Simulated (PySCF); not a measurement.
Geometry:
```csv
atom,x (Å),y (Å),z (Å)
C1,-2.215,-0.820,-0.129
O2,-0.964,-0.266,0.180
Si3,-0.264,1.080,-0.450
Cl4,-0.486,1.020,-2.505
O5,1.318,1.032,-0.052
Si6,2.516,-0.116,0.154
H7,-3.039,-0.226,0.304
H8,-2.265,-1.833,0.295
H9,-2.370,-0.889,-1.219
H10,-0.858,2.341,0.039
H11,2.402,-1.172,-0.895
H12,2.396,-0.737,1.504
H13,3.826,0.578,0.032
```

Geometry: PBE0-D3(BJ)/def2-SVP; GIAO shifts from PySCF 2.14.0 with density-fitted response routines, gas phase, non-relativistic, averaged over equivalent atoms.

At LDA/pcSseg-1 (158 basis functions, 25 s wall time on 1 thread of an Arm Neoverse N1, shared host):
```json
{"atoms": "C1", "δ (ppm)": "53.3"}
{"atoms": "O5", "δ (ppm)": "76.0"}
{"atoms": "O2", "δ (ppm)": "71.3"}
{"atoms": "Si6", "δ (ppm)": "-33.2"}
{"atoms": "Si3", "δ (ppm)": "-34.8"}
{"atoms": "Cl4", "δ (ppm)": "114.3"}
{"atoms": "H10", "δ (ppm)": "5.52"}
{"atoms": "H11/H12/H13", "δ (ppm)": "5.42"}
{"atoms": "H7/H8/H9", "δ (ppm)": "3.84"}
```

References, each an isolated molecule treated in the same way: ¹³C (σref 180.72), ²⁹Si (σref 318.36), ¹H (σref 30.83) against TMS; H2O for ¹⁷O (σref 342.75); ³⁵Cl (σref 944.99) vs HCl.

Problem. Predict the values at wB97X-D/pcSseg-1 on the same geometry.

Solution. 
| atoms | δ at wB97X-D/pcSseg-1 | change |
| --- | --- | --- |
| C1 | 51.7 | -1.6 |
| O5 | 50.8 | -25.2 |
| O2 | 42.8 | -28.5 |
| Si6 | -35.5 | -2.3 |
| Si3 | -37.8 | -3.0 |
| Cl4 | 54.4 | -59.9 |
| H10 | 4.88 | -0.64 |
| H11/H12/H13 | 4.89 | -0.53 |
| H7/H8/H9 | 3.67 | -0.17 |

Scale: ¹³C (σ = 184.54 ppm), ²⁹Si (σ = 352.93 ppm), ¹H (σ = 31.38 ppm) vs TMS; ¹⁷O (σ = 333.19 ppm) against H2O; ³⁵Cl (σ = 939.37 ppm) against HCl (reference shieldings calculated alike).

The largest change is at Cl4 (chlorine bonded to Si). Cost: 158 basis functions, 31 s wall time on 1 thread of an Arm Neoverse N1, shared host.

Experimental scales use liquid or dissolved standards, which lie at an offset from isolated H2O (liquid H2O: subtract about 36 ppm).
